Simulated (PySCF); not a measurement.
Compound: C₇H₁₃F₃O.
Numbering: `[CH3:1][CH2:2][C@@H:3]([CH3:4])[O:5][C@H:6]([CH3:7])[C:8]([F:9])([F:10])[F:11]` (hydrogens: H12, H13, H14 on C1; H15, H16 on C2; H17 on C3; H18, H19, H20 on C4; H21 on C6; H22, H23, H24 on C7)

Geometry (PBE0-D3(BJ)/def2-SVP, Å), atoms numbered from 1 in this order:
```
atom  x, y, z in Å
C1     2.8006   -0.1380   -1.1177
C2     1.4930    0.5112   -0.6943
C3     0.7288   -0.2516    0.3838
C4     1.4478   -0.3250    1.7131
O5    -0.5155    0.3908    0.6322
C6    -1.5639    0.0844   -0.2342
C7    -2.3761    1.3322   -0.5088
C8    -2.4249   -1.0101    0.3911
F9    -3.3813   -1.3997   -0.4616
F10   -3.0203   -0.6034    1.5105
F11   -1.6955   -2.0902    0.6931
H12    3.5309   -0.1678   -0.2950
H13    2.6419   -1.1744   -1.4577
H14    3.2663    0.4139   -1.9475
H15    1.6650    1.5374   -0.3272
H16    0.8355    0.6091   -1.5757
H17    0.5402   -1.2823    0.0274
H18    0.8317   -0.8719    2.4404
H19    1.6259    0.6884    2.1049
H20    2.4147   -0.8394    1.6181
H21   -1.1941   -0.3414   -1.1863
H22   -1.7408    2.0757   -1.0080
H23   -2.7304    1.7578    0.4404
H24   -3.2424    1.1117   -1.1475
```

Level: PBE0/pcSseg-1 in PySCF, non-relativistic, on one gas-phase PBE0-D3(BJ)/def2-SVP geometry that isn't relaxed in the solvent. The solvent is an IEF-PCM continuum (van der Waals radii × 1.2). Only the electrostatic response of the medium enters.

Gas phase at PBE0/pcSseg-1: HOMO -7.74 eV, LUMO 1.24 eV, dipole 2.52 D.

What does the continuum do to the energy, the frontier levels and the dipole at PBE0/pcSseg-1 in benzene and dichloromethane?

| solvent | ε | E(solvent) − E(gas) (kcal/mol) | polarisation term (kcal/mol) | distortion of the solute (kcal/mol) | HOMO (eV) | LUMO (eV) | dipole (D) |
| --- | --- | --- | --- | --- | --- | --- | --- |
| benzene | 2.271 | -1.76 | -1.85 | 0.09 | -7.69 | 1.42 | 2.77 |
| dichloromethane | 8.93 | -3.42 | -3.83 | 0.41 | -7.67 | 1.56 | 3.03 |

Polarisation term: ½ Σ q·V over the induced surface charges. Distortion: the rise of the solute's own energy as its density leaves the gas-phase optimum. From benzene to dichloromethane the lowering changes by a factor 1.95, Onsager's factor (ε − 1)/(2ε + 1) by 1.83 and ε itself by 3.9.

Which radius a makes the point-dipole formula ΔE = −[(ε − 1)/(2ε + 1)]·μ²/a³ give the value in dichloromethane, with the gas-phase dipole?

μ = 0.992 au and |ΔE| = 0.00545 Eh give a = 2.24 Å; the farthest nucleus lies 3.83 Å from the centroid of the nuclei, so such a sphere wouldn't even hold the nuclei. The formula assumes a rigid point dipole at the centre of a sphere.

Give the dipole vector in the frame of the coordinates (D, pointing from negative to positive charge), gas and dichloromethane.

Gas (1.69, 0.84, -1.67), solvent (1.92, 0.83, -2.20). Its length changes by +20 % and its direction by 5°.

Which Hirshfeld charges (PBE0/pcSseg-1) respond most in benzene (means over atoms taken as equivalent)?

```tsv
atoms	environment	gas (e)	solvent (e)	change
O5	ether oxygen	-0.127	-0.133	-0.006
H21	methine hydrogen	+0.038	+0.043	+0.005
F9/F10/F11	fluorine of a CF3 group	-0.088	-0.090	-0.002
H16	methylene hydrogen	+0.033	+0.035	+0.002
H17	methine hydrogen	+0.022	+0.024	+0.002
C4	methyl carbon	-0.122	-0.123	-0.001
H22/H23/H24	methyl hydrogen	+0.045	+0.046	+0.001
H12/H13/H14	methyl hydrogen	+0.041	+0.041	0.000
```
